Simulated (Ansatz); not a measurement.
Isolated molecules relaxed with PBE0-D4/def2-TZVP in Ansatz; ΔE leaves out vibrations. CCSD(T)/CBS adds triple-zeta CCSD(T) − MP2 to the extrapolated MP2 energy (def2 sets, frozen cores). This one scheme is used for every species, atoms too. DFT in def2-TZVPP. No spin–orbit coupling; open shells (•) take unrestricted orbitals. Spin–orbit coupling would lower the free atoms: a little for Al, C, Cl; clearly for Br. For Br outer-core shells are correlated without core-valence functions, so the limit isn't a true one: a few kJ/mol of doubt a bond, and 10 to 20 or more in all where bonds break to atoms. Scalar relativity is left out up to krypton. Each species was taken in one conformer, which may not be the lowest.

Consider the atomization: `C[CH2][Al]([Cl])[Br]` → Al• + Br• + 2 C• + Cl• + 5 H•.

```json
{"level": "BLYP-D4", "ΔE (kcal/mol)": "851.4"}
{"level": "r2SCANh", "ΔE (kcal/mol)": "865.3"}
{"level": "r2SCAN0", "ΔE (kcal/mol)": "860.3"}
{"level": "BHLYP", "ΔE (kcal/mol)": "836.7"}
```

(1) What does CCSD(T)/CBS give? (An estimate is asked.)

Largest T1 diagnostic among the species: 0.018.

Answers

(1) Computed: +867.0 kcal/mol. The listed levels differ from it by -15.6, -1.7, -6.7, -30.3 kcal/mol.

From PBE to PBE0 (25 % exact exchange), in def2-TZVPP and without D4, ΔE moves by −6.0 kcal/mol: exact exchange takes away binding that semilocal exchange gives to molecules. The D4 term adds +9.1 kcal/mol with B3LYP and +4.9 kcal/mol with PBE0; it sums over pairs of atoms, weighted by their polarisabilities, and B3LYP, whose exchange is more repulsive, gets the larger term. In def2-TZVPP, CCSD(T) changes the Hartree–Fock value by +181.3 kcal/mol (the triples alone add +11.4 kcal/mol) and MP2 by +196.8 kcal/mol; breaking electron pairs costs correlation energy, which Hartree–Fock lacks.

B3LYP here is the variant with VWN-RPA as its local correlation; programs differ in this.

For atomizations the MP2-based limit and the directly extrapolated one differ by several kJ/mol either way, and by 10 to 25 for some Ge, Se and Sn compounds, so smaller differences from it don't rank the levels.
